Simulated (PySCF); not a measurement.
F3Sb, SMILES [F][Sb-]([F])[F], charge -1, multiplicity 2.

The structure is a stationary point at r2SCAN-D4/def2-SVPD. The geometry has at least one imaginary mode, so it is a saddle point at that level. The def2 effective core potentials stand for the cores of Sb; spin–orbit coupling is left out.

All values below come from ωB97X/def2-TZVPD (PySCF).

Gas-phase values at a fixed geometry.

Computed frontier levels, dipole moment and polarisability:
```json
{
 "α spin, highest occupied and lowest empty level": "-3.19 and 5.42 eV",
 "β spin, highest occupied and lowest empty level": "-5.13 and 3.54 eV",
 "dipole_moment_about_the_centre_of_nuclear_charge": "0.01 D",
 "mean_static_polarisability": "57.2 bohr³ (8.48 Å³)",
 "polarisability_principal_values": "53.5, 57.5, 60.7 bohr³",
 "⟨S²⟩": "0.753 (pure state 0.75)"
}
```
